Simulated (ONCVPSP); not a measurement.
# Te: excitation energies, all-electron against ONCV

```
Element                 : tellurium
Generator               : ONCVPSP 4.0.1
Type                    : optimised norm-conserving Vanderbilt (ONCV)
Functional              : PBE
Relativity              : scalar-relativistic
Frozen core             : [Ar] 3d10
Valence charge          : 24
Reference configuration : 4s2 4p6 4d10 5s2 5p4
Partial waves           : 4s+5s: rc 1.20 bohr, ncon 4, nbas 7, qcut 8.1 1/bohr, 2 projectors; 4p+5p: rc 1.25 bohr, ncon 5, nbas 9, qcut 12 1/bohr, 2 projectors; 4d: rc 0.90 bohr, ncon 3, nbas 6, qcut 9.2 1/bohr, 2 projectors, debl 0.7 Ha
Local potential         : polynomial inside 0.60 bohr (lpopt 2, dvloc0 0 Ha)
Core correction         : polynomial model core, fcfact 0.35
```

In the d channel the program set the typed energies aside and used -1.531, 0.250 Ha.

Energies are relative to the spin-unpolarised reference configuration 4s2 4p6 4d10 5s2 5p4; without spin polarisation the order of configurations can differ from experiment.

```csv
valence configuration,charge,ΔE all-electron (eV),error AE − PS (meV)
4s2 4p6 4d10 5s2 5p3,+1,9.729,-1.9
4s2 4p6 4d10 5s2 5p2,+2,27.654,-5.7
4s2 4p6 4d10 5s0 5p6,0,18.702,-6.9
```

**Question.** What are ΔE and the potential's error for 4s2 4p6 4d10 5s2 5p1?

**Answer.** ΔE = 54.552 eV all-electron; the error (AE − PS) is -12 meV.

Levels in the configuration 4s2 4p6 4d10 5s2 5p2:

| level | all-electron (eV) | pseudo (eV) |
| --- | --- | --- |
| 4s | -183.816 | -183.822 |
| 4p | -133.823 | -133.823 |
| 4d | -60.987 | -60.988 |
| 5s | -32.715 | -32.714 |
| 5p | -22.304 | -22.303 |
